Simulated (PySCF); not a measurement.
# Correlation energy of Mn¹¹⁺ (manganese, charge +11)

[Ne] 3s2 3p2, high-spin 3P determinant. Computed with PySCF 2.14 in an even-tempered Gaussian basis (19 s from 0.59 bohr⁻², ratio 2.5; 12 p from 0.76 bohr⁻², ratio 2.5; 5 d from 4.4 bohr⁻², ratio 2.7; 4 f from 6.6 bohr⁻², ratio 2.7), with scalar relativity by spin-free X2C-1e. Frozen: 1s2; 12 electrons correlated; the 22 highest virtual orbitals of each spin left out.

```csv
level,correlation energy (mhartree)
CCSD,-455.73
(T),-2.78
CCSD(T),-458.51
```

Diagnostics: T1 = 0.0024, D1 = 0.0097, largest double amplitude 0.086.

Cost of the coupled-cluster step: of the order of 25 core-seconds, for 12 correlated electrons.
